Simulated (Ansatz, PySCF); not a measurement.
Reaction R1 → P1 + P2, each structure at its B3LYP-D3(BJ)/def2-SVP stationary point, reached from a drawn start (curvature not checked).
R1: H12Si5 (SMILES [SiH3][Si]([SiH3])([SiH3])[SiH3]), charge 0, multiplicity 1.
P1, H8Si4 (SMILES [SiH2]=[Si]([SiH3])[SiH3]) (charge 0, multiplicity 1):
```xyz
12

Si    -1.8011    -1.2671     0.3878
Si     0.0056     0.2047     0.2926
Si     2.1649    -0.5165    -0.2142
Si    -0.4614     2.2395    -0.2478
H     -1.8427    -2.1556    -0.8118
H     -1.7084    -2.1325     1.6009
H     -3.0585    -0.4669     0.4544
H      2.7397    -1.2905     0.9258
H      3.0156     0.6826    -0.4677
H      2.1755    -1.3952    -1.4217
H      0.5889     3.2765    -0.4318
H     -1.8185     2.8209    -0.0664
```
P2: SiH4 (SMILES [SiH4]), charge 0, multiplicity 1.

P less R. No zero-point or thermal terms.

Correlated levels freeze the cores.

Run with Ansatz (Gaussian basis) for Hartree–Fock, density functionals and correlated methods; PySCF for the D3/D4 terms. No computed number here is a measurement.

Total energies in hartree:

```tsv
structure	PBE/def2-TZVPP	B3LYP-D3(BJ)/def2-TZVPP	CCSD(T)/cc-pV(T+d)Z
R1	-1453.939725	-1454.866399	-1452.493577
P1	-1162.148425	-1162.873468	-1160.981437
P2	-291.721819	-291.920195	-291.439962
```

Task: Work out the reaction energy at each level in eV (1 hartree = 27.21139 eV), and say how far PBE/def2-TZVPP lies from CCSD(T)/cc-pV(T+d)Z.

Result: 
- PBE/def2-TZVPP: (-1162.148425) + (-291.721819) − (-1453.939725) = 0.069481 hartree = 1.891 eV
- B3LYP-D3(BJ)/def2-TZVPP: (-1162.873468) + (-291.920195) − (-1454.866399) = 0.072736 hartree = 1.979 eV
- CCSD(T)/cc-pV(T+d)Z: (-1160.981437) + (-291.439962) − (-1452.493577) = 0.072178 hartree = 1.964 eV
PBE/def2-TZVPP less CCSD(T)/cc-pV(T+d)Z: -0.073 eV. CCSD(T)/cc-pV(T+d)Z is the level counted from, the highest shown, and no exact or measured value.

Ansatz is a first-principles code.
